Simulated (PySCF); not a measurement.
Computed IR spectrum (relative IR intensity) of a molecule C₃H₇NSi. Geometry optimised at PBE0-D3(BJ)/def2-SVP. The values are those of a single conformer. Level of theory: PBE0-D3(BJ)/def2-SVP (PySCF). Frequencies are harmonic and unscaled.

Lines under 2 % of the strongest are left out, and lines within 2 cm⁻¹ are merged.

ν (cm⁻¹): 340 (vw), 483 (s), 553 (m), 690 (m), 708 (m), 717 (m), 793 (m), 909 (s), 945 (w), 968 (vs), 980 (vs), 984 (w), 1170 (s), 1234 (w), 1356 (w), 1421 (m), 1440 (vw), 2194 (vs), 2232 (s), 2244 (vs), 3043 (m), 3091 (vw), 3489 (m), 3623 (m) (against the strongest line: vs over 80 %, s over 45 %, m over 15 %, w over 4 %, vw less)

Problem. Identify the compound among the candidates.
A. [SiH3]C1=NCC1
B. C#CCN[SiH3]
C. C#C[C@H](N)[SiH3]
D. C#C[SiH2]CN

Solution. B, C#CCN[SiH3]
